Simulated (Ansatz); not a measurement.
C2H6N (SMILES [CH2]CN), doublet, at a GFN2-xTB geometry. Base run: CAM-B3LYP/pcseg-1 (Ansatz, a first-principles code).

Input for Ansatz:
Ansatz 0.2 input:
```yaml
crystal:
  periodic: [false, false, false]
  atoms:
    - {symbol: C, position_ang: [1.23751548, 0.19939039, -0.32137329]}
    - {symbol: C, position_ang: [0.07136146, -0.37561144, 0.36478766]}
    - {symbol: N, position_ang: [-1.18022466, 0.14452210, -0.15164343]}
    - {symbol: H, position_ang: [2.22429519, -0.11624055, -0.04925947]}
    - {symbol: H, position_ang: [1.10520449, 0.90202772, -1.11776832]}
    - {symbol: H, position_ang: [0.18451177, -0.22258751, 1.46245244]}
    - {symbol: H, position_ang: [0.04976662, -1.47072103, 0.22913017]}
    - {symbol: H, position_ang: [-1.18951019, 1.15734169, -0.10872921]}
    - {symbol: H, position_ang: [-1.96595694, -0.20414861, 0.38519221]}
basis:
  gaussian:
    orbitals: pcseg-1.json
hamiltonian:
  xc: cam_b3lyp
magnetization: {spin_polarized: true, initial_magnetization: 1}
```
The basis file holds pcseg-1 in the JSON format of the Basis Set Exchange.

Variants of this job, named by their change:

| change | ΔE vs base (mEh) |
|---|---|
| base | 0.000 |
| lower_state_search = off | 0.000 |
| lower_state_search = light | 0.000 |
| accuracy = high | -0.002 |
| lower_state_search = full | 0.000 |
| final_grid = 6, 12, 29 | 0.005 |
| point_charge = charge:1.0 position_ang:1.1894, -1.6264, -4.6998 | -7.760 |
| final_grid = 10, 20, 41 | 0.000 |
| fitting.mean_field = def2-universal-JKFIT | -0.058 |
| nuclear_model = gaussian | 0.013 |
| final_grid = 4, 8, 17 | 0.021 |
